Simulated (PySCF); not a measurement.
Start geometry of `[N]#[W-2]([Cl])([Cl])([Cl])[Cl]` ([WNCl4]2-) [radical] from GFN2-xTB (Å):
```
atom  x, y, z in Å
W1     0.0000   -0.0003    0.1057
N2     0.0018   -0.0058    1.8657
Cl3    2.3830    0.0141   -0.4951
Cl4   -0.0131    2.3850   -0.4851
Cl5   -2.3839   -0.0112   -0.4906
Cl6    0.0122   -2.3818   -0.5006
```

**Question.** What comes out of this run: PySCF, PBE0-D3(BJ)/def2-SVP geometry optimisation, gas phase, def2 core potentials past Kr?

**Answer.** 
```
atom  x, y, z in Å
W1     0.0002   -0.0005    0.1476
N2     0.0029   -0.0087    1.8208
Cl3    2.3850    0.0059   -0.4958
Cl4   -0.0047    2.3886   -0.4806
Cl5   -2.3867   -0.0022   -0.4885
Cl6    0.0034   -2.3831   -0.5036
```

The energy falls by 0.208 eV over 7 energy and gradient evaluations, the largest force component goes from 0.0896 to 9.5e-05 Eh/bohr, and the atoms move by 0.025 Å rms after alignment. The bond that changes most is W1–N2 (ends: tungsten bonded to 4 Cl and N; nitrogen bonded to W), which shortens by 0.087 Å. Bonds longer at the end by more than 0.005 Å: 4 of 5; shorter: 1. Rotational constants go from 1052, 1052, 636.0 to 1049, 1049, 634.7 MHz. The orientation of the end geometry is arbitrary; only internal coordinates are fixed.

The run used 118 basis functions and 55 SCF cycles in all.

Stationary, but not proved a minimum. ⟨S²⟩ = 0.761 (exact for a doublet: 0.75). Whether so highly charged an anion holds all its electrons in the gas phase wasn't checked; a finite basis holds them in any case. No counter-ion or solvent screens the charge of this multiply charged ion. The geometry's basis has no diffuse functions, a weakness for an anion.

Neither the SCF state along the optimisation nor the shape of the open-shell metal species was proved the lowest: other solutions of the same spin, or a structure of lower symmetry, can lie below.
